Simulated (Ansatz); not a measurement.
Ansatz (an electronic-structure program) input (BLYP/def2-TZVPD):

Ansatz 0.2 input:
```yaml
crystal:
  periodic: [false, false, false]
  atoms:
    - {symbol: O, position_ang: [-0.11546626, 1.91950608, -0.09919814]}
    - {symbol: B, position_ang: [-0.03737514, 0.62132270, -0.03210933]}
    - {symbol: Br, position_ang: [1.72154559, -0.15945431, 0.04641532]}
    - {symbol: Br, position_ang: [-1.68981400, -0.36805033, -0.01915441]}
basis:
  gaussian:
    orbitals: def2-TZVPD
hamiltonian:
  xc: {name: BLYP}
magnetization: {spin_polarized: true, initial_magnetization: 1}
output: {forces: true}
```

Output:

```
Functional definition: BLYP
integrals: 0.13 GiB planned
1189 factors; their error is unknown
0.30 GiB of the device are held for the grids
1.17 GiB of device memory are held for the factors and their scratch space
mean field: 0.96 GiB planned
mean field evaluation 1: about -142804.6819 eV, gradient 6.0e1 eV
mean field evaluation 2: about -142561.4471 eV, gradient 1.4e2 eV
mean field evaluation 4: about -142815.6587 eV, gradient 3.0e1 eV
mean field evaluation 8: about -142819.5186 eV, gradient 7.9e-1 eV
mean field evaluation 16: about -142819.5136 eV, gradient 9.3e-4 eV
mean field evaluation 32: about -142817.5653 eV, gradient 6.2e0 eV
mean field evaluation 64: about -142818.5952 eV, gradient 3.8e0 eV
mean field evaluation 96: about -142817.8879 eV, gradient 5.2e-2 eV
mean field -142819.51363756 eV, -5248.5203196370 hartree, gradient 1.2e-5 eV, S^2 0.753574; 11 other end points of the search recorded, 0 dependent functions left out
the calculation of the forces begins
reference -142819.51399147 eV, -5248.5203326432 hartree; 42, 41 occupied and 149, 150 virtual orbitals, 1189 factors
Total energy: -142819.51399147 eV, -5248.5203326432 hartree
Atom 0 at    -0.115466     1.919506    -0.099198 Å, force     0.000694    -0.011541     0.000596 eV/Å
Atom 1 at    -0.037375     0.621323    -0.032109 Å, force    -0.029770     0.494899    -0.025576 eV/Å
Atom 2 at     1.721546    -0.159454     0.046415 Å, force     0.428423    -0.216371     0.020445 eV/Å
Atom 3 at    -1.689814    -0.368050    -0.019154 Å, force    -0.399347    -0.266987     0.004534 eV/Å
Dipole moment:     0.020536    -0.341387     0.017643 e Å
```

It need not be the lowest isomer of its formula.
